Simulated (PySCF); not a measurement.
Species: C₅H₆ClFO₂.
Atom-mapped SMILES: `[CH3:1][O:2][C@:3]1([F:4])[CH2:5][O:6][CH:7]=[C:8]1[Cl:9]`

NICS is the negative of the GIAO shielding at a point without a nucleus: at the ring centre (0) and 1 Å above and below it (1); zz is the component along the ring normal. Level: GIAO PBE0/pcSseg-1 (PySCF, non-relativistic, gas phase) on the GFN2-xTB geometry, one conformer.

Ring bond lengths (Å), with Mayer bond orders in brackets: C3–C5 1.542 (0.99), C5–O6 1.421 (0.89), O6–C7 1.348 (1.05), C7–C8 1.334 (1.68), C8–C3 1.516 (0.92).

Task: Give the NICS values of each ring in ppm.

Result: 
```tsv
ring	type	NICS(0)	NICS(1), two faces	NICS(1)zz, two faces	rms pucker (Å)	centre to ring atoms, mean (Å)
C3–C5–O6–C7–C8	5-membered ring with O; formal bonds 1 double, 4 single	-4.8	-2.6 / -3.1	-2.2 / -2.8	0.01	1.22
```

Task: What do they say, and how far can they be read as aromaticity?

Result: 
- C3–C5–O6–C7–C8: mean NICS(1)zz -2.5 ppm, near zero. C3, C5 have four or more neighbours, and the NICS criterion for π rings isn't applied.

Task: What is the mean of the two in-plane components of NICS at the second NICS(1) probe listed for ring C3–C5–O6–C7–C8, 1 Å off the ring?

Result: The isotropic value is a third of the trace: (3 × -3.1 − (-2.8))/2 = -3.3 ppm.

Task: List the ring angles and the Hirshfeld charges of the ring atoms.

Result: 
- C3–C5–O6–C7–C8: C3 100.7° (+0.153 e), C5 107.7° (+0.002 e), O6 108.2° (-0.110 e), C7 114.8° (+0.029 e), C8 108.6° (-0.059 e); sum 540.0° against 540° for a flat convex ring.

Task: What are the shieldings of the ring atoms and their hydrogens in the same run (means over atoms taken as equivalent)?

Result: 
| atoms | environment | σ isotropic (ppm) | principal values of the symmetric part, first atom (ppm) |
| --- | --- | --- | --- |
| C3 | sp3 C–F carbon | 61.8 | 51.0, 57.7, 76.7 |
| C5 | sp3 carbon bound to oxygen | 102.7 | 79.6, 92.3, 136.3 |
| O6 | cyclic ether oxygen | 214.9 | 127.6, 244.7, 272.3 |
| C7 | vinylic carbon bearing oxygen | 27.8 | -64.0, 57.4, 90.1 |
| C8 | vinylic C–Cl carbon | 68.5 | -19.4, 109.3, 115.5 |
| H on C5 | methylene hydrogen | 27.24 | 23.4, 28.1, 30.1 |
| H on C5 | methylene hydrogen | 27.03 | 23.3, 27.5, 30.3 |
| H on C7 | vinylic hydrogen | 24.99 | 22.5, 24.4, 28.1 |

The values belong to the conformer `[CH3:1][O:2][C@:3]1([F:4])[CH2:5][O:6][CH:7]=[C:8]1[Cl:9]`: C1–O2–C3–F4 -61°.
